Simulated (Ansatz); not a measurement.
Geometry optimisation, RKS PBE0/def2-SVP (Ansatz).

Input file:

```yaml
crystal:
  periodic: [false, false, false]
  atoms:
    - { symbol: Ge, position_ang: [-0.452576, 0.0, -0.450126] }
    - { symbol: Cl, position_ang: [0.281845, -3.0e-06, 2.915066] }
    - { symbol: H, position_ang: [0.755239, 1.0e-06, 0.472669] }
    - { symbol: H, position_ang: [-0.510104, 1.26599, -1.3221] }
    - { symbol: H, position_ang: [-0.510102, -1.26599, -1.3221] }
    - { symbol: Br, position_ang: [-2.534963, -1.0e-06, 0.703511] }
    - { symbol: H, position_ang: [-1.045639, 3.0e-06, 3.011381] }
basis:
  gaussian: { orbitals: def2-SVP }
hamiltonian:
  xc: pbe0
relax:
  f_tol: 0.03
  max_steps: 50
```

Launched with:

```bash
$ ansatz run input.yaml --threads 2 --pin off --max-ram 3072MiB --backend cpu --events-out ev --progress --plain --runs-dir out
```

Where does it end, and by what steps?

The run converged. After 7 steps the energy has fallen by 0.259 eV; Cl2 moved furthest, 0.55 Å.

```tsv
step	energy less start (eV)	largest force component (eV/Å)	accepted
0	0.0000	1.171	yes
1	-0.1575	1.033	yes
2	-0.1520	1.879	no
3	-0.1846	1.237	yes
4	-0.2188	0.764	yes
5	-0.2471	0.158	yes
6	-0.2577	0.076	yes
7	-0.2585	0.029	yes
```

```xyz
7
Properties=species:S:1:pos:R:3
Ge -0.491 0.000 -0.556
Cl 0.211 0.000 3.461
H 0.681 0.000 0.431
H -0.552 1.269 -1.411
H -0.552 -1.269 -1.411
Br -2.433 0.000 0.737
H -0.878 0.000 2.758
```

Whether the end is a true minimum wasn't checked by a vibrational analysis.

Time of the run: 25 s on 2 threads of Arm Neoverse V2, on a shared host, peak memory 0.25 GiB.
